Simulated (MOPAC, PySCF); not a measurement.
C2H3BO, SMILES `OB1C=C1` (H–O–B–C torsion 180°), neutral singlet in the gas phase. 

Z-matrix (Å, degrees):
```
B
O 1 1.3623
H 2 0.9712 1 112.45
C 1 1.4802 2 150.23 3 -180.00
C 4 1.3616 1 62.86 2 179.99
H 4 1.0905 5 136.86 1 -179.99
H 5 1.0909 4 136.77 6 0.01
```
Charge 0, multiplicity 1.

All levels are single points at this geometry (PBE-D3(BJ)/def2-TZVP); Pople sets use spherical d functions. Orbital energies aren't observables, and empty levels follow the basis.

B3LYP/3-21G in PySCF gives HOMO (eV) = -7.17.

Estimate the HOMO (eV) from each of these levels: PBE-D3(BJ)/def2-TZVP in PySCF; B3LYP/6-311+G** in PySCF; BP86/6-31G* in PySCF; HF/3-21G in PySCF; PM7 in MOPAC.


```csv
level,HOMO (eV)
PBE-D3(BJ)/def2-TZVP in PySCF,-6.25
B3LYP/6-311+G** in PySCF,-7.45
BP86/6-31G* in PySCF,-6.03
HF/3-21G in PySCF,-10.89
PM7 in MOPAC,-10.37
```
